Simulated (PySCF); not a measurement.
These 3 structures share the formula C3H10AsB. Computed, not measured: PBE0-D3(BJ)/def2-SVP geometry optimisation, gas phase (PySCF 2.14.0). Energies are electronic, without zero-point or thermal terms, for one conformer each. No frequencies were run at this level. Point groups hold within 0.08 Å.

Task: Rank from lowest to highest electronic energy at this level (kcal/mol).
A. `[AsH3+:1][BH2-:2][CH:3]1[CH2:4][CH2:5]1` with As1–B2–C3–C4 76°
B. `[BH2:1][AsH:2][CH:3]([CH3:4])[CH3:5]` with H–B1–As2–C3 -149° and 41°, B1–As2–C3–C4 166°
C. `[BH2:1][AsH:2][CH2:3][CH2:4][CH3:5]` with H–B1–As2–C3 -150° and 40°, B1–As2–C3–C4 59°, As2–C3–C4–C5 178°

Result: C (0.0), B (0.1), A (17.6).

As drawn, the highest has a three-membered ring, which the lowest lacks. Neighbours under 2.5 kcal/mol apart (B[AsH]CCC and B[AsH]C(C)C) can change places with a better method, another conformer or zero-point energy.

| SMILES | E (Eh) | E rel (kcal/mol) | dipole (D) | point group | A, B, C (MHz) |
| --- | --- | --- | --- | --- | --- |
| B[AsH]CCC | -2380.20567 | 0.0 | 1.48 | C1 | 7231, 1429, 1282 |
| B[AsH]C(C)C | -2380.20549 | 0.1 | 1.50 | C1 | 5243, 2171, 1711 |
| [AsH3+][BH2-]C1CC1 | -2380.17770 | 17.6 | 3.65 | C1 | 9246, 1300, 1217 |

Task: As an exercise, what shares would exp(−E/RT) give at 1000 K from these electronic energies alone (no entropy, no degeneracies)?

Result: RT = 1.987 kcal/mol: B[AsH]CCC 51.4 %, B[AsH]C(C)C 48.5 %, [AsH3+][BH2-]C1CC1 under 0.1 %.
